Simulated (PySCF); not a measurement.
## P³⁺ (phosphorus, charge +3) across methods

[Ne] 3s2, closed-shell 1S. Calculation: PySCF 2.14, in aug-cc-pV(5+d)Z (8s7p6d4f3g2h, 136 functions); the non-relativistic Hamiltonian (point nucleus). The B2PLYP total includes its PT2 part (frozen core); its orbital energies are those of the SCF part.

| method | E (hartree) | mean ε 2s (eV) | mean ε 2p (eV) | mean ε 3s (eV) | Σ⟨r²⟩ (bohr²) | ⟨S²⟩ |
| --- | --- | --- | --- | --- | --- | --- |
| UHF | -338.56325 | -243.26 | -185.65 | -49.883 | 8.947 | 0.000 |
| LDA | -337.7747 | -210.59 | -163.05 | -45.632 | 8.826 | 0.000 |
| PBE | -338.8902 | -211.45 | -163.03 | -45.498 | 8.836 | 0.000 |
| r2SCAN | -339.0084 | -215.87 | -165.43 | -45.706 | 8.880 | 0.000 |
| B2PLYP | -338.9478 | -228.49 | -175.35 | -48.054 | 8.885 | 0.000 |
| PBE0 | -338.9176 | -219.73 | -169.01 | -46.843 | 8.847 | 0.000 |
| PW91 | -339.0292 | -211.56 | -163.25 | -45.588 | 8.829 | 0.000 |
| B97-3 | -339.0206 | -220.50 | -169.52 | -46.900 | 8.826 | 0.000 |
